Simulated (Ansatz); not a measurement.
Cl2H2Si (SMILES Cl[SiH2]Cl), charge 0, multiplicity 1, relaxed at each level with Ansatz (an electronic-structure program); harmonic frequencies from differences of analytic forces, average atomic masses, frozen cores.

```tsv
mode	r2SCAN/def2-TZVPP (cm⁻¹)	B3LYP/def2-TZVPP (cm⁻¹)	PBE0/def2-TZVPP (cm⁻¹)	wB97X-V/def2-TZVPP (cm⁻¹)	MP2/cc-pV(T+d)Z (cm⁻¹)	CCSD(T)/cc-pV(T+d)Z (cm⁻¹)
1	186	183	185	189	189	[?]
2	524	512	528	536	538	530
3	585	572	591	597	603	596
4	596	595	592	605	612	605
5	711	711	706	720	733	725
6	873	878	868	887	903	[?]
7	955	960	948	966	988	973
8	2262	2271	2269	2300	2334	2293
9	2276	2286	2283	2310	2345	[?]
```

Modes are in rising order at each level. Some entries are withheld; supply them.


- 9, CCSD(T)/cc-pV(T+d)Z (cm⁻¹): 2305
- 6, CCSD(T)/cc-pV(T+d)Z (cm⁻¹): 891
- 1, CCSD(T)/cc-pV(T+d)Z (cm⁻¹): 188
